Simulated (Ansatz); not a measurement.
Geometry optimisation, Ansatz 0.2.0, RKS BHLYP/cc-pVDZ.

Input file:

```yaml
crystal:
  periodic: [false, false, false]
  atoms:
    - { symbol: B, position_ang: [0.0, 0.0, 0.0] }
    - { symbol: F, position_ang: [0.0, 0.0, 1.67] }
    - { symbol: Cl, position_ang: [1.6108, 0.0, -0.93] }
    - { symbol: O, position_ang: [-1.2211, 0.0, -0.705] }
    - { symbol: H, position_ang: [-1.7308, -0.8467, -0.4965] }
    - { symbol: P, position_ang: [0.4713, 2.0436, 0.6969] }
    - { symbol: H, position_ang: [1.5351, 1.9906, 1.636] }
    - { symbol: H, position_ang: [0.8576, 2.8446, -0.4102] }
    - { symbol: H, position_ang: [0.2399, 1.04, 1.6663] }
basis:
  gaussian: { orbitals: cc-pVDZ }
hamiltonian:
  xc: { name: BHLYP }
relax:
  f_tol: 0.15
  max_steps: 25
  restrain:
    - { distance: [0, 5], at: 1.91, k: 30.0 }
    - { distance: [8, 1], at: 0.92, k: 30.0 }
    - { distance: [0, 1], at: 2.52, k: 30.0 }
    - { distance: [8, 5], at: 2.62, k: 30.0 }
```

Command:

```bash
$ ansatz run input.yaml --threads 2 --pin off --max-ram 3072MiB --backend cpu --events-out ev --progress --plain --runs-dir out
```

Question: Where does it end, and by what steps?

Answer: The run converged. The restraints hold the end off the free minimum. After 21 steps the energy has fallen by 5.467 eV (the restraints' own energy left out); H7 moved furthest, 1.61 Å. Parted: P6–H9 (1.41 → 2.62 Å).

```csv
step,energy less start (eV),largest force component (eV/Å),accepted
0,0.0000,5.319,yes
1,-1.7960,4.573,yes
2,-2.5526,5.658,yes
3,-3.4460,5.030,yes
4,-4.3158,2.970,yes
5,-4.8990,1.585,yes
6,-5.1138,0.950,yes
7,-5.2175,0.507,yes
8,-5.2538,0.391,yes
9,-5.2870,0.771,yes
10,-5.2960,1.734,no
11,-5.3264,0.484,yes
12,-5.3588,0.511,yes
13,-5.3954,0.362,yes
14,-5.4280,0.356,yes
15,-5.4457,0.256,yes
16,-5.4400,0.593,no
17,-5.4549,0.315,yes
18,-5.4551,0.763,no
19,-5.4600,0.304,yes
20,-5.4630,0.300,yes
21,-5.4669,0.331,yes
```

```xyz
9
Properties=species:S:1:pos:R:3
B 0.243 0.485 -0.171
F -0.326 -0.350 2.147
Cl 1.457 -0.797 -0.436
O -1.010 0.333 -0.616
H -1.191 -0.539 -0.970
P 0.727 2.129 0.691
H 2.012 2.312 0.129
H 0.027 3.017 -0.163
H -0.177 0.481 2.515
```

The run took 100 s on 2 threads of Intel(R) Xeon(R) Platinum 8259CL CPU @ 2.50GHz (Skylake/Cascade Lake) (shared host), peak memory 0.24 GiB.
